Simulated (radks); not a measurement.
Dipole-allowed excitations along the series with 3 electrons in [He] 2s1. Method: scalar-relativistic Kohn-Sham, LDA (Slater exchange, VWN5 correlation), spin-polarised, spherical densities, finite nucleus; open shells are filled with parallel spins first; Fermi nuclear charge, rms radius of each element as measured or else 0.836 A^(1/3) + 0.57 fm; computed with a radial shooting solver on a logarithmic mesh with Libxc functionals. Time-dependent linear response with the Hartree and adiabatic LDA kernel, continuum included through the Sternheimer equations, no spin-orbit coupling, so fine structure and intercombination lines are absent. Lines are the poles of the dipole polarisability below minus the highest occupied eigenvalue, found on a grid refined at the orbital gaps; the lowest seven at most are given, and weak or close lines can be missed. The first line takes the name of the lowest orbital gap if no other gap lies below it; otherwise a line is named after a gap within 0.6 % of it, if that gap stands alone.

\begin{tabular}{lrrrrrrr}
species & -e(HOMO) (eV) & lowest orbital gap (eV) & first line (eV) & f & strongest line (eV) & its f & static alpha (bohr^3) \\ \hline
Cr21+ & 1684.2 & 2s-2p 51.786 & 55.085 (2s-2p) & 0.0676 & 977.05 (2s-3p) & 0.371 & 0.01694 \\
Mn22+ & 1841.3 & 2s-2p 55.423 & 58.882 (2s-2p) & 0.0663 & 1066.9 (2s-3p) & 0.372 & 0.01451 \\
Fe23+ & 2005.6 & 2s-2p 59.291 & 62.918 (2s-2p) & 0.0651 & 1160.9 (2s-3p) & 0.373 & 0.01249 \\
Co24+ & 2177.1 & 2s-2p 63.412 & 67.205 (2s-2p) & 0.0642 & 1259.0 (2s-3p) & 0.374 & 0.01079 \\
Ni25+ & 2355.9 & 2s-2p 67.807 & 71.775 (2s-2p) & 0.0635 & 1361.3 (2s-3p) & 0.375 & 0.009350 \\
\end{tabular}
